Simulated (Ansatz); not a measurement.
Cartesian coordinates in Å:
```
N 1.103 -1.353 0.454
C 0.422 -0.258 1.133
Sn -0.217 1.151 -0.377
N -1.529 0.284 -1.666
H 1.332 -2.101 1.098
H 1.974 -1.041 0.044
H 1.002 0.244 1.920
H -0.492 -0.639 1.596
H -1.001 2.528 0.268
H 1.155 1.588 -1.305
H -2.475 0.274 -1.305
H -1.274 -0.677 -1.860
```

Charge 0, multiplicity 1. Sn: def2 effective core potential.

List the B3LYP/def2-TZVPP orbital energies in eV (Ansatz). (Estimate.)

Ansatz gave: Occupied: -389.30, -388.65, -277.43, -138.34, -93.21, -93.19, -93.16, -27.61, -27.51, -27.48, -27.37, -27.37, -24.11, -22.13, -17.81, -13.93, -13.07, -12.54, -12.36, -11.04, -9.38, -8.68, -8.28, -6.98, -6.37. Lowest empty: -0.06, 0.32, 0.61, 1.02, 1.55, 1.97, 2.34, 2.66.

B3LYP here is the variant with VWN-RPA as its local correlation; programs differ in this.
